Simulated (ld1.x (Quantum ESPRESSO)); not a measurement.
## Which change was made? (Cu, PAW)

copper (Cu), PAW, made with ld1.x (Quantum ESPRESSO) 7.5 (PBE, scalar-relativistic). Core [Ar], reference 3d10 4s1 4p0. Waves: 4s (bound): rcut 2.05, rcutus 2.40 bohr; 4s channel at 1.1 Ry: rcut 2.05, rcutus 2.40 bohr; 4p (bound, empty): rcut 3.55, rcutus 4.25 bohr; 4p channel at 4.7 Ry: rcut 3.55, rcutus 4.25 bohr; 3d (bound): rcut 1.35, rcutus 1.65 bohr; 3d channel at 0.2 Ry: rcut 1.35, rcutus 1.65 bohr. Local part: all-electron potential smoothed inside 2.10 bohr (lloc = -1). Core correction: Bessel-smoothed model core, default radius (core density twice the valence density). Augmentation charge: PSQ, inside the norm-conserving radii.

Cutoffs, loose and tight: the cutoffs (Ry, on a coarse ladder) from which the occupation-weighted sum of valence levels, in a spherical-Bessel basis at the reference potential, stays within 10 and 1 mRy of its value at 400 Ry. They do not see the model core or the augmentation charge, which bear on the density cutoff. Test errors are all-electron minus pseudo excitation energies from the reference, over the configurations 3d10 4s0 4p0; 3d9 4s0 4p0; 3d8 4s0 4p0; 3d7 4s0 4p0; 3d10 4s0 4p1; 3d9 4s1 4p0; 3d10 4s0.5 4p0; variants that change the core or the reference have their own tests.

The base gives: outcome: generated; cutoff, loose: 40 Ry; cutoff, tight: 70 Ry; bound ghosts: p; largest test error (meV): -2036.

Q: After one change the result is: outcome: generated; cutoff, loose: 100 Ry; cutoff, tight: 180 Ry; bound ghosts: p; largest test error (meV): -1861. Which change was it?
A. local potential all-electron potential smoothed inside 3.44 bohr (lloc = -1)
B. waves 3d (bound): rcut 1.10, rcutus 1.16 bohr; 3d channel at 0.2 Ry: rcut 1.10, rcutus 1.16 bohr
C. waves 4p (bound): rcut 2.76, rcutus 2.92 bohr; 4p channel at 4.7 Ry: rcut 2.76, rcutus 2.92 bohr

A: B. The others give: local potential all-electron potential smoothed inside 3.44 bohr (lloc = -1) → outcome: generated; cutoff, loose: 40 Ry; cutoff, tight: 70 Ry; bound ghosts: p; largest test error (meV): -3074 | waves 4p (bound): rcut 2.76, rcutus 2.92 bohr; 4p channel at 4.7 Ry: rcut 2.76, rcutus 2.92 bohr → outcome: generated; cutoff, loose: 40 Ry; cutoff, tight: 70 Ry; bound ghosts: none; largest test error (meV): -2036.
